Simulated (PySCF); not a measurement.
Job file and geometry (Å, from GFN2-xTB) of an NMR shielding run on SMILES C=CBC[Si@H](C)CC, C₆H₁₅BSi, PySCF, GIAO PBE0/pcSseg-1 NMR shielding, non-relativistic, gas phase; density fitting, a coarse starting grid and PySCF grid level 2 are the driver's defaults:

```
$ OMP_NUM_THREADS=1 python probes_run.py task.json out

{"job": {"kind": "nmr", "xc": "PBE0", "basis": "pcSseg-1"}, "charge": 0, "multiplicity": 1}
C      3.164685    -0.689155     1.198550
C      2.110174    -0.801215     0.392350
B      1.692938     0.274426    -0.645163
C      0.465176     0.037915    -1.567631
Si    -1.134653     0.669051    -0.702806
C     -0.949873     2.496494    -0.211398
C     -1.523873    -0.360519     0.858423
C     -1.862548    -1.817766     0.561214
H      3.800060     0.182674     1.170374
H      3.446741    -1.449284     1.913208
H      1.522958    -1.711426     0.478508
H      2.294713     1.281049    -0.699361
H      0.531416     0.572493    -2.514124
H      0.296792    -1.013752    -1.796427
H     -2.251234     0.525494    -1.662863
H     -0.162591     2.625972     0.525494
H     -1.867830     2.891132     0.213250
H     -0.696354     3.109413    -1.070171
H     -0.672433    -0.328390     1.541398
H     -2.363148     0.090066     1.390994
H     -2.727666    -1.883371    -0.094593
H     -2.088723    -2.359083     1.478903
H     -1.029480    -2.315234     0.070763
```

Question: Write the output of this run.

Answer: 
```
coarse grid: 18528 points
cycle   1  E = -551.3709498311  dE =  4.199e-01  |g| = 5.848e-01  |ddm| = 4.086e+00
cycle   2  E = -551.3457916151  dE =  2.516e-02  |g| = 6.612e-01  |ddm| = 1.073e+00
cycle   3  E = -551.4610003218  dE = -1.152e-01  |g| = 8.964e-02  |ddm| = 6.324e-01
cycle   4  E = -551.4627990134  dE = -1.799e-03  |g| = 3.852e-02  |ddm| = 1.006e-01
cycle   5  E = -551.4631844115  dE = -3.854e-04  |g| = 6.430e-03  |ddm| = 3.199e-02
cycle   6  E = -551.4631952416  dE = -1.083e-05  |g| = 1.817e-03  |ddm| = 8.032e-03
cycle   7  E = -551.4631960907  dE = -8.491e-07  |g| = 3.601e-04  |ddm| = 1.878e-03
final grid: 170968 points
cycle   8  E = -551.5092353948  dE = -4.636e-05  |g| = 9.479e-03  |ddm| = 3.067e-02
cycle   9  E = -551.5092301785  dE =  5.216e-06  |g| = 1.054e-02  |ddm| = 1.672e-02
cycle  10  E = -551.5092590450  dE = -2.887e-05  |g| = 6.233e-04  |ddm| = 8.854e-03
cycle  11  E = -551.5092591145  dE = -6.949e-08  |g| = 3.254e-04  |ddm| = 7.296e-04
cycle  12  E = -551.5092591413  dE = -2.676e-08  |g| = 7.807e-05  |ddm| = 2.865e-04
cycle  13  E = -551.5092591428  dE = -1.530e-09  |g| = 2.296e-05  |ddm| = 8.729e-05
cycle  14  E = -551.5092591429  dE = -1.343e-10  |g| = 4.076e-06  |ddm| = 2.403e-05
converged SCF energy = -551.5092591429

GIAO shielding tensors (ppm)
atom      isotropic    diamagn.    paramagn.     s11        s22        s33       span
  0 C       31.911     252.801    -220.890    -86.288     24.985    157.034    243.322
  1 C       32.810     259.972    -227.162    -92.227     21.172    169.484    261.711
  2 B       27.465     193.503    -166.039    -46.623      9.584    119.433    166.056
  3 C      163.034     259.881     -96.847    126.436    176.178    186.488     60.052
  4 Si     360.971     882.397    -521.427    326.462    366.128    390.322     63.860
  5 C      188.614     254.644     -66.030    184.321    189.254    192.267      7.946
  6 C      176.097     255.660     -79.563    170.043    174.665    183.583     13.540
  7 C      175.630     247.750     -72.120    167.804    171.850    187.235     19.432
  8 H       25.165      30.423      -5.258     21.507     25.070     28.917      7.410
  9 H       24.880      29.184      -4.304     21.613     24.623     28.404      6.792
 10 H       24.530      35.271     -10.741     18.792     24.676     30.122     11.330
 11 H       24.768      32.773      -8.004     18.742     26.385     29.178     10.436
 12 H       30.077      32.003      -1.926     27.039     27.346     35.847      8.808
 13 H       30.146      34.470      -4.324     26.731     28.851     34.857      8.126
 14 H       27.111      30.822      -3.710     24.292     25.281     31.761      7.469
 15 H       31.798      33.669      -1.870     27.471     30.316     37.607     10.136
 16 H       31.703      30.426       1.277     26.869     28.991     39.248     12.380
 17 H       31.445      30.585       0.860     26.946     28.713     38.675     11.729
 18 H       31.088      36.174      -5.086     28.057     29.139     36.067      8.010
 19 H       31.112      32.619      -1.508     25.553     30.279     37.503     11.950
 20 H       30.702      29.905       0.797     26.138     28.815     37.153     11.015
 21 H       30.269      29.218       1.050     25.343     27.357     38.106     12.763
 22 H       30.501      32.703      -2.202     25.788     30.184     35.531      9.744
```

Size and cost of the density-fitted run: 218 basis functions, 100 s wall time on 1 thread of an Arm Neoverse N1, shared host; peak memory 1.1 GiB.
